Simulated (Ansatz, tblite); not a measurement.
Forces on the cluster Mo₃S₇⁻ at its r2SCAN-D4/def2-SVP geometry. The state is a doublet with charge -1.

In the def2 sets Mo takes a core potential; there is no spin–orbit coupling. The xTB rows come from tblite. Another isomer (doublet) lies 1.03 eV lower at PBE0-D4/def2-SVP; other spin states weren't run for this one.

GFN1-xTB (tblite), largest force 1.57 eV/Å:

```xyz
10
positions Å, forces eV/Å
Mo    0.094   -0.772    1.028    0.961   -0.402    1.174
Mo    1.001    0.528   -1.040    1.053    0.450   -0.430
Mo   -1.401    0.959   -0.259   -1.145    0.660    0.195
S    -2.790   -0.011   -1.559   -0.853   -0.008   -0.399
S    -0.514   -2.780    0.652   -0.199   -0.809    0.167
S     2.577   -0.414    0.548    0.013    0.243    1.020
S     0.044    2.642   -1.076    0.110    0.388   -0.107
S     0.834   -0.657   -2.801    0.418   -0.436   -1.172
S     1.767   -0.038    2.516    0.248   -0.413   -0.970
S    -1.613    0.543    1.992   -0.606    0.326    0.523
```

GFN2-xTB (tblite), largest force 0.83 eV/Å:

```
Mo 0.504 0.460 -0.092
Mo -0.325 0.248 0.501
Mo 0.337 -0.406 0.065
S -0.471 0.033 -0.219
S -0.176 -0.539 0.006
S 0.181 0.076 0.794
S 0.119 0.365 -0.108
S 0.169 -0.320 -0.666
S 0.150 -0.220 -0.785
S -0.488 0.302 0.505
```

PBE-D4/def2-SVP (Ansatz), largest force 0.28 eV/Å:

```
Mo 0.091 0.043 0.160
Mo 0.239 0.130 0.061
Mo -0.069 0.198 0.078
S -0.112 -0.137 -0.140
S -0.077 -0.216 -0.070
S 0.058 -0.051 -0.149
S 0.009 0.112 -0.044
S -0.058 -0.132 -0.170
S -0.037 0.057 0.169
S -0.043 -0.005 0.105
```
